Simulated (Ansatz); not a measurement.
The cluster TiSi₆⁺. Total charge 1; doublet. Geometry PBE0-D4/def2-SVP, basis def2-TZVP, Ansatz.

```
atom   x (Å)   y (Å)   z (Å)
 Ti1  -0.535   0.965   1.190
 Si2   0.072  -1.485   0.502
 Si3   2.114  -0.833   1.312
 Si4   1.449   0.557  -0.385
 Si5  -2.150  -1.504  -0.060
 Si6   0.105   2.139  -1.370
 Si7  -1.055   0.162  -1.190
```

```
run  HOMO (eV)  LUMO (eV)
  A      -9.33      -8.72
  B     -10.19      -7.77
  C      -9.65      -8.57
  D      -9.32      -8.64
```

No other spin state of charge 1 was run. Another isomer (doublet) lies 0.71 eV lower at PBE0-D4/def2-TZVP; other spin states weren't run for this one.

HOMO and LUMO are taken over both spins.

**Question.** The runs used PBE, PBE0, r2SCAN, revPBE. Estimate which is which.

**Answer.** A PBE (0 % exact exchange); B PBE0 (25 % exact exchange); C r2SCAN (0 % exact exchange); D revPBE (0 % exact exchange). Exact exchange lowers occupied and raises empty levels; among semilocal functionals meta-GGAs tend to open the gap a little, and such runs are hard to tell apart. The gap grows from 0.61 eV (PBE) to 2.42 eV (PBE0). At PBE-D4/def2-TZVP, PBE0-D4/def2-TZVP, r2SCAN-D4/def2-TZVP, revPBE-D4/def2-TZVP the charge 1 doublet is spin-contaminated (final ⟨S²⟩ up to 1.03, 0.75 for a pure state).
